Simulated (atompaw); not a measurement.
**Building the PAW (atompaw) potential for copper (Cu) (PBE, scalar-relativistic).**

```json
{"Element": "copper (Cu)", "Generator": "atompaw 4.2.0.5", "Type": "PAW", "Functional": "PBE", "Relativity": "scalar-relativistic", "Frozen core": "[Ne] 3s2", "Valence charge": "17", "Reference configuration": "3p6 3d9.5 4s0 4p0 (charge +1.5)", "Partial waves": "4s (bound, empty): rc 1.90 bohr; 4s channel at 0.35 Ry: rc 1.90 bohr; 3p (bound): rc 0.95 bohr; 4p (bound, empty): rc 1.90 bohr; 3d (bound): rc 1.60 bohr; 3d channel at -0.85 Ry: rc 1.60 bohr", "Local potential": "troulliermartins scheme with l = 3 at 0 Ry, radius 1.85 bohr", "Core correction": "smooth core density matched at 1.60 bohr", "Augmentation charge": "sinc compensation charge, radius 1.80 bohr; PAW radius 1.90 bohr; waves and projectors: custom rrkj vanderbiltortho"}
```

Q: Does the generator finish with these settings?

A: Yes, a potential is produced.

Q: Estimate the cutoffs (Ry, on a coarse ladder) from which the occupation-weighted sum of valence levels, in a spherical-Bessel basis at the reference potential, stays within 10 and 1 mRy of its value at 400 Ry.

A: 100 Ry and 160 Ry.

Q: What does a ghost test show?

A: No extra level below or beside the all-electron valence levels (s, p, d, f tested).

Q: Is the overlap operator S = 1 + Σ q|β⟩⟨β| positive definite (Bessel basis up to 400 Ry)?

A: Yes: its lowest eigenvalue is 0.45 (s channel).

Q: Which valence shell sets the plane-wave cutoff?

A: 3p: its level needs 120 Ry to come within 1 mRy, against 40 Ry for 3d.
